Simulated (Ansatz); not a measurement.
Start from `BCC#CF` and change one atom or group to get `BCC#C`.

Ansatz, PBE0-D4/def2-TZVP geometries, multiplicity 1. 

```json
{"property": "zero-point energy (PBE0-D4/def2-TZVP) / kJ/mol", "`BCC#CF`": "155.1"}
{"property": "LUMO energy (PBE/def2-TZVPP) / eV", "`BCC#CF`": "-2.64"}
{"property": "HOMO energy (PBE/def2-TZVPP) / eV", "`BCC#CF`": "-6.18"}
{"property": "size of the dipole moment (PBE/def2-TZVPP) / D", "`BCC#CF`": "1.12"}
{"property": "HOMO–LUMO gap (ωB97M-V/def2-TZVPP) / eV", "`BCC#CF`": "10.07"}
{"property": "size of the dipole moment (B3LYP/def2-TZVPP) / D", "`BCC#CF`": "1.27"}
```

Question: What does the change do to each property? (Estimate.)

Answer: Computed: 
```json
{"property": "zero-point energy (PBE0-D4/def2-TZVP) / kJ/mol", "`BCC#C`": "172.6", "shift": "17.5"}
{"property": "LUMO energy (PBE/def2-TZVPP) / eV", "`BCC#C`": "-2.67", "shift": "-0.03"}
{"property": "HOMO energy (PBE/def2-TZVPP) / eV", "`BCC#C`": "-6.35", "shift": "-0.17"}
{"property": "size of the dipole moment (PBE/def2-TZVPP) / D", "`BCC#C`": "0.85", "shift": "-0.27"}
{"property": "HOMO–LUMO gap (ωB97M-V/def2-TZVPP) / eV", "`BCC#C`": "10.16", "shift": "0.09"}
{"property": "size of the dipole moment (B3LYP/def2-TZVPP) / D", "`BCC#C`": "0.81", "shift": "-0.46"}
```

Dipoles are sizes alone; their direction can turn.

B3LYP here is the variant with VWN-RPA as its local correlation; programs differ in this.
